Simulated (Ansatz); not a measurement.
`B[SiH](C)BF` + `[SiH3][Sb]([Cl])[Cl]` → `B[SiH](C)B[SiH3]` + `[F][Sb]([Cl])[Cl]`  (redistribution)

Isolated molecules relaxed with PBE0-D4/def2-TZVP in Ansatz; ΔE leaves out vibrations. CCSD(T)/CBS is the MP2 limit (def2-TZVPP, def2-QZVPP) plus CCSD(T) − MP2 in def2-TZVPP, frozen cores. DFT in def2-TZVPP. def2 core potentials past Kr. For Sb outer-core shells are correlated without core-valence functions, which leaves a few kJ/mol of doubt a bond. Each species was taken in one conformer, which may not be the lowest.

```csv
level,ΔE (eV)
r2SCAN-D4,1.03
PBE0-D4,1.14
ωB97X-V,1.08
ωB97M-V,1.14
CCSD(T)/def2-TZVPP,1.17
SCS-MP2/def2-QZVPP,1.13
HF/CBS(def2),1.22
MP2/CBS(def2),1.15
```

**Question.** What does CCSD(T)/CBS give? (Estimate.)

**Answer.** The calculation gave: +1.11 eV. The listed levels differ from it by -0.08, 0.03, -0.03, 0.03, 0.06, 0.02, 0.11, 0.04 eV.

Largest T1 diagnostic among the species: 0.015.

From PBE to PBE0 (25 % exact exchange), in def2-TZVPP and without D4, ΔE moves by +0.10 eV. In def2-TZVPP, CCSD(T) changes the Hartree–Fock value by −0.12 eV (the triples alone add −0.02 eV) and MP2 by −0.07 eV.
